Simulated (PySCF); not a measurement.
Computed structure and properties of [Pb(CN)3]−

System: [Pb(CN)3]− (singlet); start: displaced along the imaginary mode (Cs). Method: PySCF 2.14.0, RKS B3LYP, Pb def2-SVP with ECP60, C def2-SVP, N def2-SVP; non-relativistic Hamiltonian with scalar-relativistic core potentials where named; density fitting; no spin-orbit coupling.

Input of the relaxation:

```python
mol = gto.M(atom='''
Pb    -0.26781     0.02547     0.00000
C     -0.15143    -0.25000     2.62283
N     -0.38962     0.01560     3.76987
C     -0.15143    -0.25000    -2.62283
N     -0.38962     0.01560    -3.76987
C      2.07331     0.01315    -0.00000
N      3.23966     0.00778    -0.00000''',
    basis={'Pb': 'def2-SVP', 'C': 'def2-SVP', 'N': 'def2-SVP'},
    ecp={'Pb': 'def2-SVP'},
    charge=-1, spin=0)
mf = dft.RKS(mol, xc='B3LYP')
mf.grids.atom_grid = (50, 194)
mf = mf.density_fit()  # fitting sets: Pb def2-universal-JKFIT, C def2-universal-JKFIT, N def2-universal-JKFIT
mf.conv_tol = 1e-08; mf.max_cycle = 55
mf.kernel(dm0)  # dm0: converged density of the start geometry
# quasi-Newton relaxation in Cartesian coordinates to a largest gradient under 0.00045 Eh/bohr, steps kept in the point group
```

Run from Python with OMP_NUM_THREADS=2; the lines above give its settings. Where DIIS fails, smearing, a level shift and second-order steps follow.
It took 110 s on 2 threads of Arm Neoverse V1, on a shared host, from the converged density of the start.

Course of the relaxation:

```
step  energy above end (eV)  largest force component within the symmetry (eV/Å)
   0                 1.3482                                               3.023
   1                 1.2361                                               3.653
   2                 1.0276                                               1.567
   3                 0.8381                                               0.798
   4                 0.6112                                               0.952
   5                 0.3691                                               0.758
   6                 0.2658                                               1.511
   7                 0.2209                                               2.745
  21                 0.0040                                               0.322
  22                 0.0016                                               0.115
  23                 0.0009                                               0.115
  24                 0.0002                                               0.128
  25                 0.0001                                               0.059
  26                 0.0000                                               0.005
```
(The steps between are left out.)

Relaxed geometry (C3v):

```xyz
7

Pb    0.3591    1.2192    0.0000
C    -0.4195   -0.2086    1.7242
N    -0.8773   -0.7479    2.6516
C    -0.4195   -0.2086   -1.7242
N    -0.8773   -0.7479   -2.6516
C     2.5317    0.2720    0.0000
N     3.6659   -0.0007    0.0000
```

| contact | Å |
| --- | --- |
| Pb1–C2 (CN) | 2.370 |
| Pb1–C4 (CN) | 2.370 |
| Pb1–C6 (CN) | 2.370 |

On the finer grid (75, 302):

| Item | Value |
| --- | --- |
| HOMO | -3.67 eV |
| LUMO | 2.68 eV |
| Dipole about the centre of mass | 8.01 D |
| Set of Mulliken populations of Pb1 outside the core potential | s 3.82, p 7.57, d 10.10 |
| D3(BJ) dispersion energy (not in the energies) | -0.383 eV |

| atom | Mulliken (e) | Löwdin (e) | spin (e) |
| --- | --- | --- | --- |
| Pb1 | 0.51 | 0.23 | 0.00 |
| C2 | -0.36 | -0.24 | 0.00 |
| N3 | -0.15 | -0.17 | 0.00 |
| C4 | -0.36 | -0.24 | 0.00 |
| N5 | -0.15 | -0.17 | 0.00 |
| C6 | -0.36 | -0.24 | 0.00 |
| N7 | -0.15 | -0.17 | 0.00 |

No frequency check is given for this geometry.

Taking off one CN (charge -1, singlet; the rest: singlet) in vacuum, both parts rigid, costs 3.32 eV; the small basis without counterpoise inflates it.

Rigid scan of CN along the line from its metal:

```csv
distance to C2 (Å),energy (eV)
2.07,0.494
2.17,0.191
2.27,0.042
2.37,0.000
2.47,0.032
2.57,0.114
2.77,0.362
3.07,0.802
3.47,1.342
3.97,1.849
```

One start shape was tried, so this needn't be the lowest isomer.
